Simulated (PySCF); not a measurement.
BHandHLYP single point of singlet H2NbN at its PBE0 minimum.

Input, equivalent to the run apart from its starting density:

```python
from pyscf import gto, scf, dft
mol = gto.M(atom='''
Nb     0.088144     0.152680    -0.107668
N     -0.647816    -1.122119     0.627998
H      1.714684     0.020928     0.599868
H     -0.839297     1.495380     0.599868''',
    basis={'Nb': 'def2-TZVP', 'N': 'def2-TZVP', 'H': 'def2-TZVP'},
    ecp={'Nb': 'def2-TZVP'},
    charge=0, spin=0)
mf = dft.RKS(mol, xc='BHANDHLYP')
mf.grids.atom_grid = (75, 302)
aux = {'Nb': 'def2-universal-JKFIT', 'N': 'def2-universal-JKFIT', 'H': 'def2-universal-JKFIT'}
mf = mf.density_fit(auxbasis=aux)
mf.conv_tol = 1e-08
mf.diis_space = 10
mf.max_cycle = 60
mf.verbose = 4
mf.kernel()
```

Excerpt of the output:

```
init E= -112.709506577181
  HOMO = -0.322906394586994  LUMO = -0.0752607960887755  gap/eV = 6.73878
cycle= 1 E= -112.70930728612  delta_E= 0.000199  |g|= 0.098  |ddm|= 0.128
  HOMO = -0.32199255892805  LUMO = -0.0971110061249671  gap/eV = 6.11934
cycle= 2 E= -112.69641866903  delta_E= 0.0129  |g|= 0.266  |ddm|= 0.187
  HOMO = -0.328832951817118  LUMO = -0.0859766853232067  gap/eV = 6.60846
cycle= 3 E= -112.711337682144  delta_E= -0.0149  |g|= 0.0156  |ddm|= 0.13
  HOMO = -0.32636013305623  LUMO = -0.0842192114308808  gap/eV = 6.58899
cycle= 4 E= -112.711398294403  delta_E= -6.06e-05  |g|= 0.00248  |ddm|= 0.0125
  HOMO = -0.326665831513614  LUMO = -0.0844855225947665  gap/eV = 6.59006
cycle= 5 E= -112.71140205726  delta_E= -3.76e-06  |g|= 0.000693  |ddm|= 0.00422
  HOMO = -0.326777929604221  LUMO = -0.0845851138400011  gap/eV = 6.59040
cycle= 6 E= -112.711402510236  delta_E= -4.53e-07  |g|= 0.000249  |ddm|= 0.00141
  HOMO = -0.32679092490288  LUMO = -0.0846085267316727  gap/eV = 6.59012
cycle= 7 E= -112.711402619558  delta_E= -1.09e-07  |g|= 8.03e-05  |ddm|= 0.000844
  HOMO = -0.326787776340193  LUMO = -0.0846025326345519  gap/eV = 6.59020
cycle= 8 E= -112.711402629464  delta_E= -9.91e-09  |g|= 2.4e-05  |ddm|= 0.00024
  HOMO = -0.326789322826048  LUMO = -0.0846010715936831  gap/eV = 6.59028
Extra cycle  E= -112.711402630125  delta_E= -6.61e-10  |g|= 3.29e-05  |ddm|= 5.36e-05
converged SCF energy = -112.711402630125
```

This run, together with those of the ionised and electron-attached species (not shown), took 7.9 s on 2 threads of a shared AMD EPYC 7R43 64-Core (Zen 3) host, with 83 basis functions; the process peaked at 0.9 GiB. Launch command: `OMP_NUM_THREADS=2 python axn.py task.json out`.
